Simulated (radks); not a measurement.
Values are calculated unless marked as measured or tabulated.
Question: Valence configurations of the praseodymium ion Pr2+ (all share [Xe]). Level of theory: scalar-relativistic Kohn-Sham, PBEsol, spin-polarised, spherical densities, point nucleus; open shells are filled with parallel spins first (spin-orbit coupling, left out, can overturn this in heavy ions) (a radial shooting solver on a logarithmic mesh with Libxc functionals). Order these by energy: 4f2.5 6p0.5; 4f3; 4f1 5d1 6p1; 4f2 5d1; 4f1 5d1 6s1; 5d1 6p2; 6p3; 4f2 6s1; 4f2 6p1; 4f1 6p2.

Answer: From the lowest, in eV above it: 4f3 0.000; 4f2 5d1 2.654; 4f2.5 6p0.5 3.223; 4f2 6s1 4.008; 4f2 6p1 8.037; 4f1 5d1 6s1 11.654; 4f1 5d1 6p1 16.008; 4f1 6p2 23.406; 5d1 6p2 37.721; 6p3 47.612. NIST lists [Xe] 4f3 as the ground configuration; this level of theory agrees among the configurations tried. The energies are those of spherical high-spin densities, not of single terms.
